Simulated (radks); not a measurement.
Neutral phosphorus inside a hard spherical wall (all orbitals vanish at R), configuration held at [Ne] 3s2 3p3 and not refilled when levels cross. All-electron calculation, scalar-relativistic Kohn-Sham, PBEsol, spin-polarised, spherical densities, finite nucleus; open shells are filled with parallel spins first; Fermi nuclear charge, rms radius 3.1889 fm. Program: a radial shooting solver on a logarithmic mesh with Libxc functionals. Eigenvalues in eV for spin up, with the zero of energy where the potential of the charges vanishes at infinity; a dash marks a level that is unbound or too diffuse for the functional's potential to be trusted. A positive occupied level is held by the wall or, in an anion where self-interaction has pushed it up, behind a barrier. The pressure on the wall is -dE/dV.

R (bohr),E (hartree),kinetic (hartree),e(2s),e(2p),e(3s),e(3p),"e(4s, empty)","e(4p, empty)",pressure (GPa)
free,-341.38082,342.390,-173.23,-124.05,-14.742,-6.242,-,-,0
20,-341.38082,342.390,-173.23,-124.05,-14.742,-6.242,-,-,< 0.0001
12,-341.38082,342.390,-173.23,-124.05,-14.741,-6.242,-0.192,1.059,< 0.0001
8,-341.37982,342.400,-173.15,-123.96,-14.680,-6.179,1.242,3.624,0.0496
6,-341.36570,342.498,-172.48,-123.30,-14.237,-5.688,5.004,8.985,1.35
5,-341.31968,342.760,-171.08,-121.89,-13.334,-4.621,10.505,15.856,8.15
4,-341.11763,343.696,-167.15,-117.93,-10.679,-1.382,24.140,31.360,57.8
3.5,-340.81612,344.882,-163.08,-113.83,-7.601,2.360,38.357,46.632,168
2,-334.09212,363.548,-126.95,-77.060,41.508,56.513,212.71,217.46,8340
